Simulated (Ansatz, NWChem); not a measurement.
# A small benchmark: dipole moment

6 molecules with two or more fluorines; the dipole moment in D, computed less measured. Shapes, held fixed at every level: PBE0-D4/def2-TZVP. No vibrational averaging. Dipoles are compared by magnitude; molecules under 1 D, whose direction can flip, are left out. Programs: Ansatz 0.2.0, NWChem 7.3.0. Measured values: NIST CCCBDB.

Levels: A = HF/STO-3G; B = r2SCAN-D4/def2-TZVPP; C = PBE0/def2-SVP; D = B3LYP/6-31G* (Cartesian functions); E = wB97M-V/def2-TZVPP.

| molecule | measured | A | B | C | D | E |
| --- | --- | --- | --- | --- | --- | --- |
| SF2 (sulfur difluoride) | 1.05 | -0.35 | -0.12 | +0.27 | +0.09 | +0.10 |
| AsF3 (arsenic trifluoride) | 2.59 | -1.32 | -0.28 | -0.13 | -0.32 | -0.06 |
| PF3 (phosphorus trifluoride) | 1.03 | +0.23 | -0.18 | +0.07 | -0.05 | +0.04 |
| SO2F2 (SMILES O=S(=O)(F)F) | 1.12 | +0.32 | +0.02 | -0.08 | +0.06 | +0.04 |
| C2H2F2 (vinylidene fluoride) | 1.38 | -0.77 | -0.34 | -0.31 | -0.43 | -0.24 |
| C2H4F2 (1,1-difluoroethane) | 2.27 | -0.77 | -0.13 | -0.13 | -0.34 | -0.08 |

Task: Which level does best on this set, which worst, and which err to one side?

Result: 
| level | kind | mean error | mean absolute error | worst case |
| --- | --- | --- | --- | --- |
| HF/STO-3G | Hartree–Fock | -0.443 | 0.627 | AsF3 |
| r2SCAN-D4/def2-TZVPP | meta-GGA | -0.172 | 0.178 | C2H2F2 |
| PBE0/def2-SVP | global hybrid | -0.052 | 0.165 | C2H2F2 |
| B3LYP/6-31G* (Cartesian functions) | global hybrid | -0.165 | 0.215 | C2H2F2 |
| wB97M-V/def2-TZVPP | range-separated hybrid | -0.033 | 0.093 | C2H2F2 |

On this set wB97M-V/def2-TZVPP has the smallest mean absolute error and HF/STO-3G the largest. HF/STO-3G is too low in 4 of 6; r2SCAN-D4/def2-TZVPP is too low in 5 of 6; B3LYP/6-31G* (Cartesian functions) is too low in 4 of 6. The levels differ in basis as well as in method. Relativity is left out for As. The set is small.
